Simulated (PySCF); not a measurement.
Method: PBE0 in PySCF with Te def2-TZVP with ECP28, N def2-TZVP, Br def2-TZVP; scalar-relativistic core potentials, no spin–orbit coupling; density-fitted integrals. Open shells, if any, are unrestricted.

Problem. What shape and geometry does isolated singlet BrTeN take (every ligand bound to Te)?

Solution. Counting electrons, tellurium keeps 2 of its valence electrons outside its bonds, so the VSEPR class is AX2E1 and the expected shape is bent; with unlike ligands the computed point group is Cs. The lowest minimum found is a singlet of Cs symmetry with Te–Br 2.575 Å, Te–N 1.798 Å; Br–Te–N 111.7°. Its harmonic wavenumbers are 171 (a'), 231 (a'), 944 (a') cm⁻¹ and its dipole moment is 3.20 D.

This need not be the most stable arrangement of these atoms.
